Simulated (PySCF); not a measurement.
# CdS: from constants to spectrum

RHF-CCSD(T) constants of CdS, ¹Σ⁺ (singlet), closed shell (PySCF, scalar-relativistic core potentials, basis sets Cd def2-SVP with ECP28, S def2-SVP; masses 113.9034 and 31.9721 u):

- ωe: 380.9 cm⁻¹
- ωexe: 1.57 cm⁻¹
- Be: 0.13096 cm⁻¹
- αe: 0.000654 cm⁻¹
- D (centrifugal): 6.19e-08 cm⁻¹
- De to Cd + S: 0.57 eV

(1) Estimate the standard entropy (1 bar) and heat capacity of the ideal gas at 298.15 K, rigid rotor with B0 and harmonic oscillator at the fundamental.

Correlated steps freeze 5 core orbitals. Correlated levels converge slowly with the basis: in double zeta they bind strong bonds too weakly, by up to about 1 eV, and carry superposition errors of some tenths. Where the molecule has an RHF reference, its open-shell atoms are computed with UHF. The CCSD T1 diagnostic is raised, a sign that a single reference may not be enough here.

## Answers

(1) Translation (Sackur–Tetrode, M = 145.88 u): 171.0 J/(mol K). Rotation: q = kT/(σB0) = 1590 with σ = 1, 69.6. Vibration: x = hcν0/kT = 1.82, 4.39. S° = 245.0 J/(mol K); Cp = 7R/2 + 6.35 = 35.4 J/(mol K).
